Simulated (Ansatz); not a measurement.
Calculated with Ansatz (gas phase, PBE0-D4/def2-TZVP geometries, no zero-point term in ΔE). CCSD(T)/CBS is the MP2 limit (def2-TZVPP, def2-QZVPP) plus CCSD(T) − MP2 in def2-TZVPP, frozen cores. This one scheme is used for every species. DFT in def2-TZVPP. def2 core potentials past Kr. For Sn outer-core shells are correlated without core-valence functions, which leaves a few kJ/mol of doubt a bond. Each species was taken in one conformer, which may not be the lowest.

`[OH][AlH][SiH3]` + `[SnH4]` → `[SiH3][AlH][SnH3]` + H₂O  (formal exchange of groups at the Al–O bond)

`[OH][AlH][SiH3]`:

Z-matrix (Å, degrees):
```
Si
Al 1 2.447
H 1 1.492 2 110.4
H 1 1.488 2 112.9 3 -120.8
H 1 1.492 2 110.7 3 118.0
O 2 1.698 1 116.2 3 114.7
H 2 1.590 1 124.9 3 -65.0
H 6 0.956 2 123.1 1 -179.6
```

`[SnH4]`:

```xyz
5

Sn    0.000    0.000    0.000
H     1.124    0.639   -1.109
H    -1.430   -0.425   -0.822
H    -0.354    1.169    1.188
H     0.660   -1.383    0.744
```

`[SiH3][AlH][SnH3]`:

Cartesian coordinates in Å:
```
Si 1.533 0.434 -1.579
Al -0.405 0.964 -0.167
Sn -1.295 -0.831 1.585
H 2.710 0.109 -0.722
H 1.933 1.528 -2.508
H 1.245 -0.779 -2.399
H -1.153 2.364 -0.269
H -2.931 -1.251 1.298
H -0.409 -2.295 1.568
H -1.228 -0.242 3.192
```

H₂O:

```xyz
3

O     0.307   -0.205    0.125
H     0.292    0.713   -0.155
H    -0.599   -0.508    0.030
```

```json
{"species": "`[OH][AlH][SiH3]`", "r2SCAN-D4 energy (Eh)": "-610.15014"}
{"species": "`[SnH4]`", "r2SCAN-D4 energy (Eh)": "-216.74267"}
{"species": "`[SiH3][AlH][SnH3]`", "r2SCAN-D4 energy (Eh)": "-750.43277"}
{"species": "H₂O", "r2SCAN-D4 energy (Eh)": "-76.42324"}
```

**Question.** Work out ΔE.

**Answer.** ΔE = (-750.43277) + (-76.42324) − (-610.15014) − (-216.74267) = 0.03680 Eh = +23.1 kcal/mol. CCSD(T)/CBS gives +21.0 kcal/mol.

Largest T1 diagnostic among the species: 0.014.

From BLYP to BHLYP (50 % exact exchange), in def2-TZVPP and without D4, ΔE moves by +0.9 kcal/mol. The D4 term adds −1.0 kcal/mol with B3LYP and −0.6 kcal/mol with PBE0; it sums over pairs of atoms, weighted by their polarisabilities, and B3LYP, whose exchange is more repulsive, gets the larger term.

B3LYP here is the variant with VWN-RPA as its local correlation; programs differ in this.
